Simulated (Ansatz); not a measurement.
Reaction (hydrogenolysis of the Al–Br bond): `[CH3][Al]([SiH3])[Br]` + H₂ → `[CH3][AlH][SiH3]` + HBr

Isolated molecules relaxed with PBE0-D4/def2-TZVP in Ansatz; ΔE leaves out vibrations. CBS: MP2 limit from def2 TZ/QZ plus the TZ coupled-cluster correction, frozen cores. This one scheme is used for every species. Functionals use def2-TZVPP. B3LYP here is the variant with VWN-RPA as its local correlation; programs differ in this. For Br outer-core shells are correlated without core-valence functions, which leaves a few kJ/mol of doubt a bond. Scalar relativity is left out up to krypton.

(1) Is it downhill or uphill in electronic energy at CCSD(T)/CBS, and by how much? (An estimate is asked.)

(2) What do these levels give: PBE0-D4, B3LYP-D4, B2PLYP, r2SCAN, HF/def2-TZVPP, SCS-MP2/def2-TZVPP, CCSD/def2-TZVPP, CCSD(T)/def2-TZVPP, MP2/def2-QZVPP, SCS-MP2/def2-QZVPP, HF/CBS(def2), CCSD/CBS(def2)? (An estimate is asked.)

Largest T1 diagnostic among the species: 0.011.

Results:

(1) Computed: Uphill: ΔE = +1.68 eV.

(2) Computed: PBE0-D4 1.63, B3LYP-D4 1.62, B2PLYP 1.62, r2SCAN 1.69, HF/def2-TZVPP 1.55, SCS-MP2/def2-TZVPP 1.65, CCSD/def2-TZVPP 1.58, CCSD(T)/def2-TZVPP 1.61, MP2/def2-QZVPP 1.77, SCS-MP2/def2-QZVPP 1.68, HF/CBS(def2) 1.54, CCSD/CBS(def2) 1.64 eV.

The D4 term adds +0.07 eV with B3LYP and +0.04 eV with PBE0; it sums over pairs of atoms, weighted by their polarisabilities, and B3LYP, whose exchange is more repulsive, gets the larger term. In def2-TZVPP, CCSD(T) changes the Hartree–Fock value by +0.07 eV (the triples alone add +0.03 eV) and MP2 by +0.19 eV.
